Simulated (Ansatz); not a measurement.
Born–Oppenheimer molecular dynamics of CH7BF2Si2 (13 atoms, charge 0, multiplicity 1). It starts from a relaxed structure.

The calculation used UKS B3LYP/STO-3G (Ansatz 0.2.0).

```json
{
 "ensemble": "NVT, Langevin thermostat",
 "time step": "0.5 fs",
 "steps asked": "235",
 "set temperature": "1500 K",
 "friction": "0.001 /fs",
 "temperature schedule": "58 steps to 1500 K, then 176 steps to 375 K",
 "seed": "502938"
}
```

First frame:

```xyz
13
Properties=species:S:1:pos:R:3
C -0.743 -0.883 1.395
Si 0.426 0.203 0.370
F 1.887 0.237 1.158
Si 0.677 -0.747 -1.693
B -0.288 2.062 0.203
F -1.575 2.316 0.098
H -0.865 -0.493 2.414
H -1.739 -0.923 0.936
H -0.375 -1.914 1.479
H 1.627 -0.023 -2.507
H -0.582 -0.748 -2.404
H 1.129 -2.118 -1.611
H 0.442 2.996 0.176
```

(1) How far do the bonds stretch over the last three quarters of this one trajectory? (Pairs bonded in most of those frames.)

Results:

(1) 
| bond | mean (Å) | spread (Å) | shortest | longest |
| --- | --- | --- | --- | --- |
| C1–Si2 | 1.907 | 0.064 | 1.82 | 2.03 |
| C1–H7 | 1.105 | 0.027 | 1.06 | 1.15 |
| C1–H8 | 1.105 | 0.017 | 1.07 | 1.15 |
| C1–H9 | 1.104 | 0.018 | 1.07 | 1.14 |
| Si2–F3 | 1.674 | 0.026 | 1.63 | 1.73 |
| Si2–Si4 | 2.315 | 0.029 | 2.23 | 2.37 |
| Si2–B5 | 2.026 | 0.072 | 1.91 | 2.15 |
| Si4–H10 | 1.453 | 0.022 | 1.41 | 1.49 |
| Si4–H11 | 1.456 | 0.045 | 1.38 | 1.53 |
| Si4–H12 | 1.456 | 0.036 | 1.38 | 1.53 |
| B5–F6 | 1.318 | 0.023 | 1.28 | 1.37 |
| B5–H13 | 1.189 | 0.019 | 1.16 | 1.22 |

Mean temperature of the second half: 932 K. The schedule's set-point averaged 743 K over the second half and the system 932 K, so it lags behind the ramp. A run of 0.12 ps of so small a system gives no equilibrium averages. Limits of this set-up: minimal basis.

Run time: 20 min on 1 thread of Arm Neoverse V1, on a shared host, peak memory 0.16 GiB.
